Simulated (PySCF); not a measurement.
Simulation results for B₂FH₂O

Calculation on a computer-drawn molecule: the log of a Hartree-Fock and frozen-core CCSD(T) single point meant for a local Hartree-Fock minimum, with one planted fault or none, to be diagnosed. Offsets are logged minus clean, where the clean run is the same molecule without the fault. The reference is restricted for singlets and unrestricted otherwise, and also for a bond in bohr or an excited solution. Adding or removing an electron swaps singlet and doublet. The excited solution moves the top pair (singlet) or top alpha electron (doublet) to the lowest empty orbital. Highest occupied and lowest empty are orbital energies over both spins, largest force is the largest gradient component, triples share is (T) over the correlation energy, the T1 limit is 0.02 restricted and 0.045 unrestricted, electrons count all cores, a negative frequency is imaginary (commonest isotopes), and the dipole is about the centre of nuclear charge. Program: PySCF 2.14.0.

```xyz
6
formula=B2FH2O meant_charge=1 meant_multiplicity=1 meant_basis=cc-pVDZ logged_electrons=28 logged_basis_functions=66 logged_SCF_converged=yes logged_spin_squared=0.8778 logged_highest_occupied=-16.525 logged_lowest_empty=-4.5616 logged_largest_force=0.013284 logged_T1_diagnostic=0.049871 logged_D1_diagnostic=0.26501 logged_triples_share=0.030285 logged_CC_converged=yes logged_dipole_magnitude=7.5146 logged_SCF_stable_within_its_kind=yes logged_energy_HF=-224.49357 logged_energy_CCSD(T)=-224.99648 possible_faults=no_fault,one_electron_removed,one_electron_added,multiplicity_raised_by_two,geometry_at_a_saddle_point,SCF_held_on_an_excited_solution,minimal_basis_STO-3G,one_bond_length_entered_in_bohr,all_coordinates_scaled planted_fault=one_bond_length_entered_in_bohr,row_3_of_the_drawn_bonds HF_energy_offset_from_clean_run=123.1 CCSD(T)_energy_offset_from_clean_run=144
B     -0.1146    -0.5722    -0.7309
O      0.1810     0.3811    -0.0320
B      0.4733     1.5710     0.7675
F     -0.9490     3.4556     0.2299
H     -0.3916    -1.4926    -1.3977
H      1.3378     1.4906     1.5596
```

Units: logged_highest_occupied, logged_lowest_empty in eV; logged_largest_force in hartree/bohr; logged_dipole_magnitude in debye; logged_energy_HF, logged_energy_CCSD(T) in hartree; HF_energy_offset_from_clean_run, CCSD(T)_energy_offset_from_clean_run in kcal/mol.

Drawn bonds:
```
atom  other atom  order
   1           2      1
   2           3      1
   3           4      1
   1           5      1
   3           6      1
```

Notes: T1 above single-reference limit.
